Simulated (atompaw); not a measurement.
## u(r) = r·R(r): atom against pseudo-atom (Mn (Z = 25))

Columns: radius, all-electron u(r) and pseudo u(r) of the 3p shell (level -51.96 eV) of manganese in the configuration [Ne] 3s2 3p6 3d5.5 4s1.5 4p0; PBE, non-relativistic, PAW (atompaw) scheme, atompaw 4.2.0.5.

```csv
r (bohr),all-electron,pseudo
0.062,0.3074,-0.0101
0.123,0.5625,-0.0390
0.185,0.5434,-0.0855
0.246,0.3322,-0.1454
0.308,0.0317,-0.2175
0.369,-0.2728,-0.2966
0.431,-0.5479,-0.3827
0.492,-0.7665,-0.4704
0.554,-0.9313,-0.5592
0.615,-1.0400,-0.6425
0.677,-1.1033,-0.7182
0.738,-1.1275,-0.7797
0.800,-1.1222,-0.8262
0.862,-1.0944,-0.8561
0.923,-1.0515,-0.8716
0.985,-0.9974,-0.8755
1.046,-0.9378,-0.8681
1.108,-0.8739,-0.8455
1.169,-0.8101,-0.8043
1.231,-0.7461,-0.7460
1.292,-0.6850,-0.6850
1.354,-0.6257,-0.6257
1.415,-0.5705,-0.5705
1.477,-0.5180,-0.5180
1.538,-0.4700,-0.4700
1.600,-0.4249,-0.4249
```

Q: How many radial nodes do the two functions have?

A: The all-electron 3p function has n − l − 1 = 1; the pseudo-wave has 0, since the states of the same l below it are removed with the core.

Q: At about which radius was the pseudo-wave matched?

A: 1.25 bohr, where the columns begin to agree (steps of 0.06 bohr).

Q: Is the pseudo-wave norm-conserving?

A: No, it belongs to a PAW set: the norm inside the radius is not constrained, and the difference is carried by the augmentation charge.
